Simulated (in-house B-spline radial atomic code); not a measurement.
Multiplet parameters of the 3d2 shell in the manganese ion Mn⁵⁺ ([Ar] 3d2). Computed with an all-electron radial atomic-structure program (B-spline basis): non-relativistic Hartree-Fock, average of configuration, point nucleus.

Slater integrals: F^2 = 107987 cm⁻¹, F^4 = 68353 cm⁻¹. Central-field spin-orbit parameter ζ(3d) = 555.2 cm⁻¹ (bare central field on non-relativistic orbitals, without two-electron terms: too large for light atoms, too small for heavy ones).

Question: What are Racah's B and C?

Answer: B = F^2/49 - 5F^4/441 = 1429 cm⁻¹, C = 35F^4/441 = 5425 cm⁻¹, C/B = 3.80.

Question: Where do the terms lie in LS coupling, without spin-orbit interaction?

Answer: In cm⁻¹ above the Hund's-rule term:
| term | expression | energy |
| --- | --- | --- |
| 3F | 0B + 0C | 0 |
| 1D | 5B + 2C | 17994 |
| 3P | 15B + 0C | 21433 |
| 1G | 12B + 2C | 27996 |
| 1S | 22B + 7C | 69408 |

Question: How far can these numbers be trusted?

Answer: Unscaled Hartree-Fock integrals overestimate measured term splittings, because correlation screens the repulsion; fits to spectra scale them down, most for low charges. Here ζ is 0.39 times B, so LS coupling is a fair start, though levels of equal J in close terms still mix.
